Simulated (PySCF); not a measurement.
NICS in one family of compounds.

Probes without a nucleus sit at each ring's centroid and 1 Å off its mean plane on both sides; NICS is minus the shielding there, NICSzz its component along the normal. Level: GIAO PBE0/pcSseg-1 (PySCF, non-relativistic, gas phase) on the GFN2-xTB geometries, one conformer each. Atom numbers follow the mapped SMILES.

Question: Order these rings by mean NICS(1)zz, lowest (most negative) first (ppm).
A. ring C5–C6–N7–S8–N9 in `[CH3:1][C:2]([CH3:3])([CH3:4])[c:5]1[cH:6][n:7][s:8][n:9]1`
B. ring C3–C4–N5–S6–N7 in `[SiH3:1][O:2][c:3]1[cH:4][n:5][s:6][n:7]1`
C. ring C8–C9–N10–S11–N12 in `[F:1][C:2]([F:3])([F:4])[C:5]([F:6])([F:7])[c:8]1[cH:9][n:10][s:11][n:12]1`

Answer: C (-34.0), A (-32.5), B (-29.1).

```
                SMILES                                                       ring  NICS(0)  NICS(1)  NICS(1)zz  HOMA  rms pucker (Å)  ring atoms with four or more neighbours
FC(F)(F)C(F)(F)c1cnsn1  5-membered ring with 2 N and S; formal bonds all aromatic    -14.6    -13.5      -34.0     –            0.00                                        0
       CC(C)(C)c1cnsn1  5-membered ring with 2 N and S; formal bonds all aromatic    -13.6    -13.0      -32.5     –            0.00                                        0
        [SiH3]Oc1cnsn1  5-membered ring with 2 N and S; formal bonds all aromatic    -13.1    -11.5      -29.1     –            0.00                                        0
```

NICS(0) gives the same order. The isotropic NICS(1) gives the same order. NICS(1) and NICS(1)zz are means over the two faces.
